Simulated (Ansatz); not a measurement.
`C[Se][AlH][F]` + H₂ → `[F][AlH][SeH]` + CH₄  (hydrogenolysis of the Se–C bond)

Calculated with Ansatz (gas phase, PBE0-D4/def2-TZVP geometries, no zero-point term in ΔE). CCSD(T)/CBS is the MP2 limit (def2-TZVPP, def2-QZVPP) plus CCSD(T) − MP2 in def2-TZVPP, frozen cores. This one scheme is used for every species. DFT in def2-TZVPP. B3LYP here is the variant with VWN-RPA as its local correlation; programs differ in this. HSE06 is defined as in plane-wave codes. For Se outer-core shells are correlated without core-valence functions, which leaves a few kJ/mol of doubt a bond. Scalar relativity is left out up to krypton. Each species was taken in one conformer, which may not be the lowest.

`C[Se][AlH][F]`:

Z-matrix (Å, degrees):
```
C
Se 1 1.967
H 1 1.087 2 108.0
H 1 1.089 2 111.1 3 120.3
H 1 1.087 2 108.1 3 -119.3
Al 2 2.290 1 96.1 3 -120.9
F 6 1.647 2 118.5 1 180.0
H 6 1.575 2 121.7 1 -0.0
```

H₂:

```xyz
2

H     0.164   -0.329   -0.061
H    -0.164    0.329    0.061
```

`[F][AlH][SeH]`:

Z-matrix (Å, degrees):
```
Al
F 1 1.647
Se 1 2.302 2 115.9
H 1 1.570 2 119.6 3 180.0
H 3 1.470 1 90.0 2 -180.0
```

CH₄:

Z-matrix (Å, degrees):
```
C
H 1 1.090
H 1 1.090 2 109.5
H 1 1.090 2 109.5 3 -120.0
H 1 1.090 2 109.5 3 120.0
```

Task: Is it downhill or uphill in electronic energy at CCSD(T)/CBS, and by how much? (An estimate is asked.)

Result: Ansatz gave: Downhill: ΔE = -79.7 kJ/mol.

Task: What do these levels give: B3LYP-D4, HSE06-D4, ωB97M-V, BLYP, PBE0, r2SCANh, BHLYP, CAM-B3LYP, CCSD/def2-SVP, MP2/def2-TZVPP, CCSD/def2-TZVPP, MP2/def2-QZVPP? (An estimate is asked.)

Result: The calculation gave: B3LYP-D4 -81.0, HSE06-D4 -80.8, ωB97M-V -82.1, BLYP -86.2, PBE0 -85.3, r2SCANh -83.9, BHLYP -93.9, CAM-B3LYP -91.5, CCSD/def2-SVP -99.5, MP2/def2-TZVPP -75.6, CCSD/def2-TZVPP -85.7, MP2/def2-QZVPP -75.0 kJ/mol.

Task: What do rigid-rotor, harmonic-oscillator terms from PBE0-D4/def2-TZVP frequencies (298.15 K, 1 bar) make of the CCSD(T)/CBS value? (An estimate is asked.)

Result: The calculation gave: ΔZPE = +12.0 kJ/mol, ΔH = -70.9 kJ/mol, ΔS = 13 J/(mol·K), ΔG = -74.9 kJ/mol.

Largest T1 diagnostic among the species: 0.011.

The D4 term adds +8.3 kJ/mol with B3LYP and +4.4 kJ/mol with PBE0; it sums over pairs of atoms, weighted by their polarisabilities, and B3LYP, whose exchange is more repulsive, gets the larger term. From r2SCAN to r2SCAN0 (25 % exact exchange), in def2-TZVPP and without D4, ΔE moves by −3.4 kJ/mol.
